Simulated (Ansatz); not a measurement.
Ideal-gas functions of `[AlH]1[SiH2][AsH]1` at 600 K and 1 bar, from an Ansatz frequency run at PBE0-D4/def2-TZVP.

Molar mass 134.02 g/mol, point group C1 (symmetry number 1), electronic degeneracy 1, moments of inertia 95.325, 155.243, 240.928 u Å². Harmonic wavenumbers (cm⁻¹, unscaled): 275, 297, 321, 377, 403, 448, 478, 500, 619, 707, 922, 1949, 1978, 2206, 2228.

Use S(trans) = R[1.5 ln M + 2.5 ln T − 1.1517]; rotational temperatures θ = 24.2544 K / I; S(rot) = R[ln(√π/σ · √(T³/θAθBθC)) + 1.5]; for each mode x = 1.438777 ν̃/T, S = R[x/(eˣ − 1) − ln(1 − e⁻ˣ)] and H = RT x/(eˣ − 1); 1 cm⁻¹ = 0.0119627 kJ/mol; R = 8.31446 J/(mol·K).

**Question.** By hand: the entropy, in J/(mol·K).

**Answer.** Translation 184.5. Rotation: θ = 0.2544, 0.1562, 0.1007 K, giving 120.0. Vibration, mode by mode: 11.93, 11.31, 10.69, 9.43, 8.91, 8.11, 7.62, 7.29, 5.75, 4.85, 3.23, 0.44, 0.42, 0.26, 0.25, in all 90.5. Electronic 0.0. Sum 395.0 J/(mol·K).

**Question.** By hand: H − E and G − E in kJ/mol, counted from the electronic energy.

**Answer.** Zero-point energy ½ × 13708 × 0.0119627 = 82.0; thermal vibration 30.4; translation, rotation and pV give 4 RT = 20.0. H − E = 132.4 kJ/mol, and G − E = 132.4 − 600 × 395.0/1000 = -104.6 kJ/mol.

Vibration gives 23 % of the entropy. The sum counts one conformer and one mirror image; others add a mixing term.
